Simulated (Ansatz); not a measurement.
(MgO)n: binding per atom (eV) at several levels, gas phase, relaxed structures; Ansatz. Clusters are the lowest isomers that short searches found in that spin, judged at the geometry's level. Binding counts from free atoms in the multiplicity of their measured ground term, without zero-point energy. Singlets are spin-restricted. A dash marks a value that wasn't run or was left out as unsound. The structures are stationary points that may keep the symmetry of their start. Correlated methods freeze inner cores and use unrestricted references for open shells.

```csv
species,state,geometry,PBE-D4/def2-SVP,PBE-D4/def2-TZVP,PBE-D4/def2-TZVPD,PBE0-D4/def2-TZVPD,r2SCAN0-D4/def2-TZVP,RPA@PBE/def2-TZVP
(MgO)2 ring (Mg2O2),singlet,r2SCAN-D4/def2-TZVP,2.82,2.83,2.84,2.59,2.56,2.31
(MgO)3 ring (Mg3O3),singlet,PBE0-D4/def2-SVP,3.41,3.37,3.37,3.16,3.15,2.87
Mg4O4,singlet,PBE-D4/def2-SVP,3.59,3.53,3.54,3.32,–,3.04
```
